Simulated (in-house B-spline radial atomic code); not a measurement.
Configurations of the manganese ion Mn⁵⁺, with energies counted from [Ar] 3d2. Level of theory: scalar-relativistic (X2C) HSE06, spin-polarised, spherical fractional occupations, exact exchange averaged over the configuration, Fermi nucleus of rms radius 3.7057 fm; calculated with a B-spline radial code for spherical atoms. Shells without spins written out take the highest spin.

Occupations are held fixed; configurations that lie above the ionisation limit could autoionise.

| configuration | E - E(ref) (eV) | highest orbital | its <r> (bohr) |
| --- | --- | --- | --- |
| [Ar] 3d1 4p1 | 39.444 | 4p up | 2.113 |
| [Ne] 3s2 3p5 3d2 4p1 | 86.901 | 4p up | 2.101 |
| [Ne] 3s2 3p5 3d2 4f1 | 110.73 | 4f up | 2.746 |

Q: Order these further configurations by energy, lowest first.
A. [Ar] 3d1 4s1
B. [Ne] 3s2 3p5 3d2 4s1
C. [Ar] 3d1 4f1
D. [Ne] 3s2 3p5 3d3

A: A (30.288 eV), D (46.312 eV), C (63.1 eV), B (77.688 eV).
